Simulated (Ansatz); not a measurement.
Computed with Ansatz on PBE0-D4/def2-TZVP structures; ΔE is electronic, products minus reactants. CBS: MP2 limit from def2 TZ/QZ plus the TZ coupled-cluster correction, frozen cores. DFT in def2-TZVPP. B3LYP here is the variant with VWN-RPA as its local correlation; programs differ in this. Elements past krypton have def2 core potentials. For Ge, Sn outer-core shells are correlated without core-valence functions, which leaves a few kJ/mol of doubt a bond. Scalar relativity is left out up to krypton.

Reaction (cleavage of the Si–Sn bond): `[CH3][SnH2][SiH3]` + `[OH][GeH3]` → `[SiH3][O][GeH3]` + `[CH3][SnH3]`

CCSD(T)/CBS gives -70.9 kJ/mol.

(1) Another level gave -85.3 kJ/mol. Which?
A. B3LYP-D4/def2-TZVPP
B. r2SCAN-D4/def2-TZVPP
C. CCSD/def2-TZVPP
D. BHLYP/def2-TZVPP

Largest T1 diagnostic among the species: 0.012.

Answers

(1) D. BHLYP -85.3, B3LYP-D4 -73.8, r2SCAN-D4 -69.1, CCSD/def2-TZVPP -79.2 kJ/mol.

In def2-TZVPP, CCSD(T) changes the Hartree–Fock value by +24.5 kJ/mol (the triples alone add +3.1 kJ/mol) and MP2 by +23.1 kJ/mol. From BLYP to BHLYP (50 % exact exchange), in def2-TZVPP and without D4, ΔE moves by −17.3 kJ/mol.
